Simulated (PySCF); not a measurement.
Structure problem from calculated spectra and properties.

Formula: C7H12O.

| Quantity | Value |
| --- | --- |
| 13C NMR | chemical shifts (computed TMS as zero) by class: 204.0 (1 C), 158.9 (1 C), 135.6 (1 C), 32.3 (1 C), 26.2 (1 C), 26.0 (1 C), 18.4 (1 C) ppm [GIAO PBE0/pcSseg-1] |
| Polarisability | 89.8 au [PBE0/def2-SVPD] |
| 1H NMR | chemical shifts (computed TMS as zero) by class: 2.42 (3 H), 2.26 (3 H), 1.88 (3 H), 1.88 (3 H) ppm [GIAO PBE0/pcSseg-1] |
| UV, first state | lowest singlet excitation: 3.83 eV (324 nm, f = 0.001) [TDDFT PBE0/def2-SVPD] |
| NMR, other nuclei | isotropic shieldings of nuclei other than C and H, by class: -326 (1 O) ppm [GIAO PBE0/pcSseg-1] |
| UV, strongest line | among the 6 lowest singlet transitions: S2 at 5.26 eV (236 nm, f = 0.272) [TDDFT PBE0/def2-SVPD] |
| Dipole | 3.12 D [PBE0/def2-SVPD] |
| Rotational structure | rotational constants A, B, C: 2.957, 1.642, 1.117 GHz [GFN2-xTB] |
| Triplet | lowest triplet excitation (Tamm–Dancoff): 3.24 eV [TDA PBE0/def2-SVPD] |

The electronic properties come from PySCF, for the isolated species, density fitting. Levels stand in brackets. Isolated species at its GFN2-xTB geometry (one conformer only). NMR values are class means; diastereotopic atoms form classes of their own.

Q: Propose a structure and show how it fits.

A: Numbering: `[CH3:1][C:2](=[O:3])[C:4]([CH3:5])=[C:6]([CH3:7])[CH3:8]`. Its formula, C7H12O, gives 2 degrees of unsaturation: 0 rings and 2 π bonds in the structure found. 7 carbons fall into 7 classes; from least to most shielded: ketone carbonyl carbon [C2] (204.0 ppm), fully substituted alkene carbon [C6] (158.9 ppm), fully substituted alkene carbon [C4] (135.6 ppm), methyl carbon next to a carbonyl [C1] (32.3 ppm), allylic carbon [C7] (26.2 ppm), allylic carbon [C8] (26.0 ppm), allylic carbon [C5] (18.4 ppm). Hydrogen classes from least to most shielded: 3 H on an allylic carbon, C8 (2.42 ppm, a mean of values up to 2.6 ppm apart in this geometry), 3 H on a methyl carbon next to a carbonyl, C1 (2.26 ppm), 3 H on an allylic carbon, C5 (1.88 ppm), 3 H on an allylic carbon, C7 (1.88 ppm). The other shieldings belong to: -326 ppm, ketone oxygen [O3]. S1 is mainly HOMO→LUMO (weight 0.70); the largest Löwdin shares of the orbital it empties are 0.46 on the ketone oxygen, 0.16 on a fully substituted alkene carbon, 0.09 on a fully substituted alkene carbon and 0.08 on the ketone carbonyl carbon, of the orbital it fills 0.23 on the ketone carbonyl carbon, 0.22 on a fully substituted alkene carbon, 0.20 on the ketone oxygen and 0.12 on a fully substituted alkene carbon. The optimised geometry has point group C1 and is an asymmetric top. Structure: `CC(=O)C(C)=C(C)C`. Computed isomers that give other values at the same levels: `CO[C@H]1C[C@@H]2C[C@@H]2C1` (13C chemical shifts (computed TMS as zero) by class: 83.5 (1 C), 59.9 (1 C), 38.4 (2 C), 18.8 (2 C), 11.2 (1 C) ppm); `CC#CC[C@@H](O)CC` (13C chemical shifts (computed TMS as zero) by class: 86.9 (1 C), 82.8 (1 C), 74.3 (1 C), 34.1 (1 C), 31.2 (1 C), 13.0 (1 C), 4.6 (1 C) ppm); `C[C@@H]1C[C@]12CCOC2` (13C chemical shifts (computed TMS as zero) by class: 81.2 (1 C), 72.9 (1 C), 36.0 (1 C), 27.8 (1 C), 21.8 (1 C), 21.7 (1 C), 18.6 (1 C) ppm). The assignments are read from this structure; whether some other isomer fits the data as well wasn't checked.

The values belong to the conformer `[CH3:1][C:2](=[O:3])[C:4]([CH3:5])=[C:6]([CH3:7])[CH3:8]`: C1–C2–C4–C5 25°.
